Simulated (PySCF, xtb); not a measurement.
# CH6SiTe: which of two isomers lies lower

Structure I is `C[Te][SiH3]`, a singlet and structure II is `[SiH3]C[TeH]`, a singlet. Both are isolated molecules in the gas phase, relaxed with B3LYP-D3(BJ)/def2-SVP; the shapes shown needn't be the lowest conformers.

I (Å):

```yaml
atoms:
  - { symbol: C, position_ang: [-2.2626, 0.5222, 0.5037] }
  - { symbol: Si, position_ang: [-0.8760, -1.8884, -1.4997] }
  - { symbol: Te, position_ang: [-3.0821, -0.7614, -1.0703] }
  - { symbol: H, position_ang: [-1.8738, -0.0989, 1.3197] }
  - { symbol: H, position_ang: [-3.0922, 1.1418, 0.8675] }
  - { symbol: H, position_ang: [-1.4746, 1.1600, 0.0853] }
  - { symbol: H, position_ang: [-1.1022, -2.8840, -2.5849] }
  - { symbol: H, position_ang: [0.1558, -0.8996, -1.9290] }
  - { symbol: H, position_ang: [-0.3811, -2.5815, -0.2744] }
```

II (Å):

```tsv
atom	x (Å)	y (Å)	z (Å)
C	-1.5647	-1.4620	-1.0452
Si	-1.9062	0.3631	-0.7087
Te	-1.2880	-2.6337	0.7874
H	-0.7767	0.9529	0.0663
H	-3.1675	0.5095	0.0697
H	-2.0381	1.1074	-1.9995
H	-0.6854	-1.6163	-1.6863
H	-2.4304	-1.9301	-1.5394
H	-0.1475	-1.5761	1.4027
```

Quicker runs give these differences E(II) − E(I): GFN2-xTB +14.8 kcal/mol; HF/STO-3G +20.7 kcal/mol (at GFN2-xTB geometries); r2SCAN-D4/def2-SVP +13.9 kcal/mol (at GFN2-xTB geometries).

Estimate E(II) − E(I) at the level CCSD(T)/def2-SVP + ΔMP2/def2-TZVPP.

Calculated at CCSD(T)/def2-SVP + ΔMP2/def2-TZVPP: E(II) − E(I) = +13.0 kcal/mol, so structure I lies lower.

Level by level:

```tsv
level	geometry	E(II) − E(I) (kcal/mol)	departure from the last row (kcal/mol)	job, with rough time for the two
GFN2-xTB	GFN2-xTB	+14.8	+1.8	optimisation, 1.1 s
HF/STO-3G	GFN2-xTB	+20.7	+7.6	single point, 7.9 s
r2SCAN-D4/def2-SVP	GFN2-xTB	+13.9	+0.8	single point, 80 s
B3LYP-D3(BJ)/def2-SVP	B3LYP-D3(BJ)/def2-SVP	+13.4	+0.4	optimisation, 4.3 min
HF/def2-SVP	B3LYP-D3(BJ)/def2-SVP	+14.1	+1.1	part of the CCSD(T) run
MP2/def2-SVP	B3LYP-D3(BJ)/def2-SVP	+13.1	+0.1	part of the CCSD(T) run
CCSD(T)/def2-SVP	B3LYP-D3(BJ)/def2-SVP	+12.6	−0.5	single point
CCSD(T)/def2-SVP + ΔMP2/def2-TZVPP	B3LYP-D3(BJ)/def2-SVP	+13.0		single point, 2.9 min
```

As drawn, II has 1 C–Si, 1 Te–H in place of 1 Si–Te, 1 C–H.

None of the levels shown reverses the order. The largest departure from CCSD(T)/def2-SVP + ΔMP2/def2-TZVPP is that of HF/STO-3G, 7.6 kcal/mol. The last row adds to CCSD(T) the change of the MP2 difference between the two basis sets, here +0.5 kcal/mol.

With thermal terms from frequencies at re-optimised GFN2-xTB minima (ideal gas, soft modes damped towards free rotors, one conformer each, 400 K, 1 atm): on the last row, ΔE + ΔZPE = +10.4, ΔH = +10.3, ΔG = +10.8 kcal/mol.

The correlated steps freeze 10 core orbitals; the filled d shell of Te is correlated, in a basis made for valence electrons. Atoms past krypton carry core potentials in the def2 sets, other sets are all-electron and non-relativistic, and no spin–orbit term is included. Run with PySCF 2.14.0, xtb 6.7.1; the last row on 2 threads of Intel(R) Xeon(R) Processor @ 2.50GHz (Skylake/Cascade Lake) on a shared host.
